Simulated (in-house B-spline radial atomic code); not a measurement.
Successive ionisation energies of iodine; each step leads to the configuration of the next row (after the last: [Ar] 3d5). Dirac energy differences include first-order Breit, QED and recoil terms. NIST's values go from ground level to ground level; the uncertainty of those that are theory runs from under 0.1 % in few-electron ions to several per cent in heavy many-electron ones. Computed with a radial B-spline atomic code at the basis-set limit: Dirac-Hartree-Fock, average of the configuration, finite nuclei.

| ion | configuration | ionisation energy (eV) | tabulated value (eV) | tabulated kind | computed minus tabulated (eV) | highest orbital | largest mean radius (bohr) |
| --- | --- | --- | --- | --- | --- | --- | --- |
| I25+ | [Ar] 3d10 | 1402.5 | 1397 | tabulated theory | 5.5 | 3d5/2 | 0.30792 |
| I26+ | [Ar] 3d9 | 1481.7 | 1472 | tabulated theory | 9.7 | 3d5/2 | 0.30554 |
| I27+ | [Ar] 3d8 | 1562.4 | 1553 | tabulated theory | 9.4 | 3d5/2 | 0.3034 |
| I28+ | [Ar] 3d7 | 1644.8 | 1639 | tabulated theory | 5.8 | 3d5/2 | 0.30127 |
| I29+ | [Ar] 3d6 | 1728.7 | 1720 | tabulated theory | 8.7 | 3d5/2 | 0.29915 |

Where a p, d or f electron is removed, the computed value is a mean over both j, so it misses the tabulated one by a part of the spin-orbit splitting; averaging over terms and missing correlation add to the gap, relatively most at low charge.
